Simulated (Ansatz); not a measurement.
Cost and result for the atomization energy of C$_{2}$H$_{8}$OSSi (`COCS[SiH3]`) (13 atoms, 12 bonds).

```xyz
13

C     0.918   -1.161    1.245
O    -0.368   -0.910    0.726
C    -0.801    0.393    0.896
S     0.102    1.651   -0.099
Si   -0.211    0.781   -2.021
H     0.955   -0.943    2.320
H     1.676   -0.559    0.735
H     1.123   -2.219    1.085
H    -1.852    0.418    0.610
H    -0.693    0.732    1.934
H     0.637   -0.415   -2.253
H    -1.640    0.401   -2.172
H     0.155    1.832   -3.004
```

Total charge 0; spin multiplicity 1. Geometry: relaxed with PBE0-D4/def2-TZVP. It is one conformer, not always the lowest. Program: Ansatz. All runs use 4 threads of an AMD EPYC 7R43 on a shared host. Times are those of one run each, without the atoms' runs, and a repeat can differ threefold. Electronic energies, without spin–orbit coupling; frozen cores. CCSD(T)/CBS adds CCSD(T) − MP2 in def2-TZVPP to the MP2 limit, and its time is that of the two runs behind it. T1 = 0.012. B3LYP takes the VWN-RPA correlation (the form of Gaussian; ORCA's B3LYP/G).

CCSD(T)/CBS is a level of theory with its own doubt, some kJ/mol a heavy atom from the limit and from the frozen cores, so smaller differences don't rank the functionals.

| level | functions | wall time | atomization (kcal/mol) | difference from CCSD(T)/CBS | per bond |
| --- | --- | --- | --- | --- | --- |
| PBE-D4/def2-TZVPP (with forces) | 289 | 2.5 s | 1098.6 | 14.9 | 1.2 |
| PBE0-D4/def2-TZVPP | 289 | 3.3 s | 1082.1 | -1.6 | -0.1 |
| r2SCAN-D4/def2-TZVPP (with forces) | 289 | 4.5 s | 1085.4 | 1.7 | 0.1 |
| B3LYP-D4/def2-TZVPP (with forces) | 289 | 5 s | 1081.8 | -1.9 | -0.2 |
| B2PLYP/def2-TZVPP | 289 | 6 s | 1068.2 | -15.5 | -1.3 |
| ωB97X-V/def2-TZVPP | 289 | 7.5 s | 1088.3 | 4.6 | 0.4 |
| ωB97M-V/def2-TZVPP (with forces) | 289 | 11 s | 1086.9 | 3.2 | 0.3 |
| MP2/def2-QZVPP | 551 | 27 s | 1082.2 | -1.5 | -0.1 |
| CCSD(T)/def2-TZVPP | 289 | 3.1 min | 1055.0 | -28.7 | -2.4 |
| CCSD(T)/CBS(def2) | – | 3.6 min | 1083.7 | 0.0 | 0.0 |

The D4 term adds +11.4 kcal/mol with B3LYP and +6.0 kcal/mol with PBE0; it sums over pairs of atoms, weighted by their polarisabilities, and B3LYP, whose exchange is more repulsive, gets the larger term. In def2-TZVPP, CCSD(T) changes the Hartree–Fock value by +269.1 kcal/mol (the triples alone add +15.4 kcal/mol) and MP2 by +279.4 kcal/mol; breaking electron pairs costs correlation energy, which Hartree–Fock lacks. From PBE to PBE0 (25 % exact exchange), in def2-TZVPP and without D4, the atomization energy moves by −15.4 kcal/mol: exact exchange takes away binding that semilocal exchange gives to molecules.
